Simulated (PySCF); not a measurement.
Compound: C7H9N.
Atom-mapped SMILES: `[CH2:1]=[C:2]([CH3:3])/[C:4]([CH3:5])=[CH:6]/[C:7]#[N:8]` (hydrogens: H9, H10 on C1; H11, H12, H13 on C3; H14, H15, H16 on C5; H17 on C6)

Method: PySCF 2.14.0, PBE0-D3(BJ)/def2-SVP geometry optimisation, gas phase; density fitting, grid level 2; the optimiser is geomeTRIC in internal coordinates, started from a GFN2-xTB structure.

Geometry at step 0:
```
atom  x, y, z in Å
C1     -1.6705   -1.1498    0.4763
C2     -0.9589   -0.2005   -0.1346
C3     -1.6133    0.6972   -1.1465
C4      0.4625    0.0031    0.1488
C5      1.1261   -0.8842    1.1573
C6      1.1719    0.9642   -0.4768
C7      2.5340    1.2004   -0.2420
N8      3.6490    1.4227   -0.0757
H9     -2.7158   -1.2870    0.2569
H10    -1.2550   -1.8198    1.2068
H11    -1.1308    0.5989   -2.1181
H12    -2.6622    0.4373   -1.2591
H13    -1.5511    1.7391   -0.8348
H14     0.6408   -0.7852    2.1272
H15     2.1757   -0.6229    1.2662
H16     1.0578   -1.9264    0.8485
H17     0.7327    1.6249   -1.2102
```

**Question.** Give the atomic forces at this geometry.

**Answer.** 
| atom | Fx (eV/Å) | Fy (eV/Å) | Fz (eV/Å) |
| --- | --- | --- | --- |
| C1 | 0.006 | -0.106 | 0.096 |
| C2 | -0.029 | 0.546 | -0.496 |
| C3 | 0.157 | -0.322 | 0.338 |
| C4 | 0.070 | -0.462 | 0.433 |
| C5 | -0.102 | 0.316 | -0.316 |
| C6 | -0.359 | 0.056 | -0.167 |
| C7 | -0.707 | -0.155 | -0.092 |
| N8 | 1.592 | 0.303 | 0.251 |
| H9 | -0.576 | -0.031 | -0.161 |
| H10 | 0.312 | -0.360 | 0.423 |
| H11 | 0.159 | 0.045 | -0.385 |
| H12 | -0.387 | -0.058 | -0.075 |
| H13 | 0.023 | 0.417 | 0.034 |
| H14 | -0.163 | -0.018 | 0.369 |
| H15 | 0.346 | 0.022 | 0.094 |
| H16 | -0.023 | -0.400 | -0.058 |
| H17 | -0.318 | 0.207 | -0.288 |

The largest, 1.64 eV/Å, acts on N8; the rms over all components is 0.364 eV/Å. The forces sum to zero within rounding, as they must for an isolated molecule in no field.

**Question.** Give the force on N8 in Eh/bohr and in nN.

**Answer.** 1.640 eV/Å ÷ 51.422 = 0.03189 Eh/bohr, and 1.640 eV/Å × 1.602 = 2.63 nN.

**Question.** How far is this geometry from the end of the optimisation?

**Answer.** 0.063 eV above it, and 0.024 Å rms away after alignment. The bonds farthest from their final lengths, with half the difference of the two atoms' forces along the bond (positive lengthens):

| bond | now (Å) | final (Å) | force along bond (eV/Å) |
| --- | --- | --- | --- |
| C6–C7 | 1.402 | 1.422 | -0.18 |
| C1–H10 | 1.075 | 1.091 | +0.25 |
| C1–H9 | 1.077 | 1.093 | +0.30 |
| C7≡N8 | 1.149 | 1.162 | +1.18 |
| C3–H13 | 1.089 | 1.102 | +0.31 |
| C3–H11 | 1.089 | 1.102 | +0.31 |

The angle farthest from its final value is C2–C4–C6, 121.3° against 119.9°.

Of the 6 listed bonds off by 0.010 Å or more, this force points towards the final length in 5.

The cost below is that of the whole optimisation. Hardware: one thread, Arm Neoverse V1 (aarch64), on a shared host. Cost: 57 s wall, 0.75 GiB resident at most.
